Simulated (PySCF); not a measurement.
## tetrachlorosilane: adiabatic energies of losing or gaining an electron at several levels

Structure: `Cl[Si](Cl)(Cl)Cl` (Cl4Si).

All levels share the PBE0-D3(BJ)/def2-SVP structures and the PBE0-D3(BJ)/def2-SVP thermal terms; only the single-point energies (PySCF) change. Values are adiabatic energies of losing or gaining an electron (0 K, eV).

Measured (NIST Chemistry WebBook): adiabatic ionisation energy 11.79 eV.

```csv
level,ionisation energy to the radical cation,time
LDA/def2-TZVPD,11.05,4.7 min
ωB97X-D3(BJ)/ma-def2-TZVP,11.54,–
"ωB97X-D3(BJ)/def2-SVP (grid 3, damp 0.5)",11.60,54 s
```

Times are wall times for all single points of a level on 1 thread of Arm Neoverse V1, a shared host; the dash marks the run that also made the structures. LDA ran on a slower path of this set-up, which computes the density-fitting integrals anew in every SCF cycle while the other levels store them. So the times needn't show the usual order of cost, and those levels read slower than they are.

The spread: 0.56 eV, from 11.05 to 11.60.

Known limits: spin-orbit coupling is left out of the energies, which matters for open shells on the heavier atoms; Cl3 and Cl4 are equivalent in the parent, but the relaxed radical cation is symmetry-broken (Td to C2v), as a Jahn-Teller-type distortion or an artefact of the method; its spin populations, distances and adiabatic value belong to that structure.

Differences come from unrounded values, so a last digit can differ from that of the printed terms.
